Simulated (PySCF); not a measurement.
UHF on Ir (iridium, neutral), [Xe] 4f14 5d9, 2D determinant (an excited configuration). Computed with PySCF 2.14 in def2-QZVPPD with the def2 core potential (60 electrons), with a scalar-relativistic core potential.

```
cycle= 10 E= -103.347408659508  delta_E= 0.000177  |g|= 0.0116  |ddm|= 0.0367
cycle= 11 E= -103.348198757751  delta_E= -0.00079  |g|= 0.0117  |ddm|= 0.161
cycle= 12 E= -103.348191097227  delta_E= 7.66e-06  |g|= 0.0138  |ddm|= 0.0121
cycle= 13 E= -103.348196618632  delta_E= -5.52e-06  |g|= 0.0133  |ddm|= 0.00507
cycle= 14 E= -103.348223159474  delta_E= -2.65e-05  |g|= 0.0105  |ddm|= 0.00481
cycle= 15 E= -103.348231030085  delta_E= -7.87e-06  |g|= 0.00866  |ddm|= 0.00936
cycle= 16 E= -103.348282484726  delta_E= -5.15e-05  |g|= 0.00315  |ddm|= 0.0123
cycle= 17 E= -103.348302932165  delta_E= -2.04e-05  |g|= 0.0013  |ddm|= 0.0252
cycle= 18 E= -103.348304431242  delta_E= -1.5e-06  |g|= 0.000197  |ddm|= 0.00458
cycle= 19 E= -103.348304462162  delta_E= -3.09e-08  |g|= 0.000209  |ddm|= 0.000812
cycle= 20 E= -103.348304209758  delta_E= 2.52e-07  |g|= 9.33e-05  |ddm|= 0.00131
cycle= 21 E= -103.348304168603  delta_E= 4.12e-08  |g|= 7.89e-06  |ddm|= 0.000588
cycle= 22 E= -103.348304168551  delta_E= 5.18e-11  |g|= 1.47e-06  |ddm|= 5.87e-05
converged SCF energy = -103.348304168551  <S^2> = 0.75809507  2S+1 = 2.0080787
```

Highest occupied orbital energy: -6.908 eV; ⟨L²⟩ = 8.01; populations by l: s 2.33, p 6.00, d 8.67, f 0.00.

(1) Can this result be used?

Answers

(1) Not for this state. Self-consistency was reached. ⟨L²⟩ = 8.01 against 6 for a pure D term, so this real determinant mixes terms. Energies and moments cover only the electrons outside the core potential. Spin-orbit coupling, absent here, splits the open shell strongly. The s, p, d and f populations moved away from the nominal configuration during the SCF.
